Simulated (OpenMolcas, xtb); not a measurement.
A ladder of methods for CH4BFO (SMILES OCBF)

The species is CH4BFO (8 atoms), meant as a singlet with charge 0. SMILES: `OCBF`. The shape is that of a PBE0-D4/def2-TZVP optimisation. This is one conformer, not always the lowest.

```xyz
8

O    -1.2405    0.7626   -0.1693
C     0.1179    0.4250   -0.0136
B     0.3686   -1.1120    0.0760
F    -0.6229   -1.9767    0.0072
H    -1.3191    1.7175   -0.2173
H     0.5631    0.8720    0.8937
H     0.7442    0.7998   -0.8434
H     1.4810   -1.5454    0.2108
```

Quantity: the dipole moment, in D. The values are calculated.

| level | kind | program | value (D) | CPU time |
| --- | --- | --- | --- | --- |
| GFN0-xTB | semi-empirical | xtb | 2.82 | under 2 s |
| HF/def2-SVPD | Hartree–Fock | OpenMolcas | 3.05 | 18 s |
| SVWN5/def2-SVPD | LDA | OpenMolcas | 2.74 | 47 s |
| PBE/def2-SVPD | GGA | OpenMolcas | 2.62 | 72 s |
| M06-L/def2-SVPD | meta-GGA | OpenMolcas | 2.67 | 91 s |
| TPSS/def2-SVPD | meta-GGA | OpenMolcas | 2.60 | 97 s |
| BHLYP/def2-SVPD | global hybrid | OpenMolcas | 2.91 | 74 s |

The values span 2.60 to 3.05 D. Magnitudes only. CPU times are rough (shared hosts, several kinds of processor): they show what a rung costs within a factor of a few.
